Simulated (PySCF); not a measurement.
## Electron correlation in Sb (antimony, neutral)

[Kr] 4d10 5s2 5p3, high-spin 4S determinant. All numbers are calculated (PySCF 2.14, a scalar-relativistic core potential, in def2-SVP with the def2 core potential (28 electrons)). Frozen: 4s2 4p6 4d10; 5 electrons correlated.

MP2 pair energies summed by pair of shells (mhartree):

| pair | energy | share (%) |
| --- | --- | --- |
| 5s-5p | -29.71 | 64.7 |
| 5p-5p | -10.32 | 22.5 |
| 5s-5s | -5.86 | 12.8 |

Total MP2 correlation energy: -45.89 mhartree.

Same-spin part -12.47 and opposite-spin part -33.42 mhartree; SCS-MP2 scales them by 1/3 and 6/5 to -44.26 mhartree.

```
  level  correlation energy (mhartree)
   CCSD                         -58.73
    (T)                          -0.60
CCSD(T)                         -59.33
```

Diagnostics: T1 = 0.0031, D1 = 0.0082, largest double amplitude 0.060.

Cost of the coupled-cluster step: 0.09 s of wall time on 1 thread of Neoverse-V2 (shared host), for 5 correlated electrons.
